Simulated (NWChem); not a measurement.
System: Hg

The following NWChem deck was run.

```
start job
memory heap 200 mb stack 900 mb global 1100 mb
geometry units angstroms noautosym nocenter noautoz
  Hg     0.000000     0.000000     0.000000
end
basis spherical
  Hg library def2-svpd
end
ecp
  Hg library def2-ecp
end
dft
  xc pbe0
  iterations 150
end
property
  response 1 0.0428
end
task dft property
```

def2 effective core potentials on Hg; no spin-orbit coupling.

Field at 1065 nm.

Problem. Predict the main results of this run. (PBE0/def2-SVPD with def2 effective core potentials on Hg.) Quantities: isotropic polarisability (bohr³); anisotropy (bohr³).

Solution. 
- isotropic polarisability (bohr³) = 35.2
- anisotropy (bohr³) = 0.0
